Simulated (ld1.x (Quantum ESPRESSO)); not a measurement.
Before and after: TM potential for tellurium

```json
{
  "Element": "tellurium",
  "Generator": "ld1.x (Quantum ESPRESSO) 7.5",
  "Type": "norm-conserving Troullier–Martins (Kleinman–Bylander form)",
  "Functional": "LDA (PZ)",
  "Relativity": "scalar-relativistic",
  "Frozen core": "[Kr]",
  "Valence charge": "16",
  "Reference configuration": "4d10 5s2 5p2.5 (charge +1.5)",
  "Partial waves": "5s (bound): rc 1.80 bohr; 5p (bound): rc 1.65 bohr; 4d (bound): rc 1.45 bohr",
  "Local potential": "all-electron potential smoothed inside 1.20 bohr (lloc = -2)",
  "Core correction": "Bessel-smoothed model core inside 1.50 bohr"
}
```

Change: wave 4d (bound): rc 1.45 bohr becomes 4d (bound): rc 1.14 bohr.

Cutoffs: the cutoffs (Ry, on a coarse ladder) from which the occupation-weighted sum of valence levels, in a spherical-Bessel basis at the reference potential, stays within 10 and 1 mRy of its value at 400 Ry; they do not see the model core or the augmentation charge, which bear on the density cutoff. Errors are all-electron minus pseudo energies relative to the spin-unpolarised reference configuration.

**Question.** Predict the effect on cutoff, ghosts and configuration errors.

**Answer.** The potential gets harder (100 Ry and 160 Ry → 120 Ry and 200 Ry); both files keep a bound ghost (s); the errors of the 9 common tests hardly move. A smaller radius makes the pseudo-wave follow the all-electron one further in, where it bends more sharply, so more plane waves are needed.

| quantity | base | changed |
| --- | --- | --- |
| cutoff, loose | 100 Ry | 120 Ry |
| cutoff, tight | 160 Ry | 200 Ry |
| loose cutoff by channel (10 mRy a level) | s 25 Ry, p 35 Ry, d 80 Ry | s 25 Ry, p 35 Ry, d 90 Ry |
| bound ghosts | s | s |
| error for 4d10 5s2 5p4, meV [ΔE -17.92 eV] | +31 | +31 |
| error for 4d10 5s2 5p3, meV [ΔE -8.00 eV] | +5.6 | +5.6 |
| error for 4d10 5s2 5p2, meV [ΔE 10.17 eV] | +1.0 | +1.0 |
| error for 4d10 5s1 5p5, meV [ΔE -8.56 eV] | +16 | +16 |
| error for 4d10 5s2 5p3.5, meV [ΔE -13.93 eV] | +17 | +17 |
| error for 4d10 5s2 5p0, meV [ΔE 74.31 eV] | -17 | -17 |
| error for 4d9 5s2 5p4, meV [ΔE 31.40 eV] | +102 | +87 |
| error for 4d10 5s2 5p2.5 (spin-polarised), meV [ΔE -0.99 eV] | +4.1 | +4.2 |
| error for 4d10 5s2 5p4 (spin-polarised), meV [ΔE -18.40 eV] | +38 | +38 |
| s: phases at 1.95 bohr within 0.05 rad from the reference energy up to (Ry; the scan ends near 5) | 4.8 | 4.8 |
| p: phases at 1.95 bohr within 0.05 rad from the reference energy up to (Ry; the scan ends near 5) | -0.9 | -0.9 |
| d: phases at 1.95 bohr within 0.05 rad from the reference energy up to (Ry; the scan ends near 5) | 1.1 | 1.4 |

 A true bound ghost makes a file unfit for plane-wave use even where its test errors are small: the radial tests pick states by their node count and pass the ghost by.
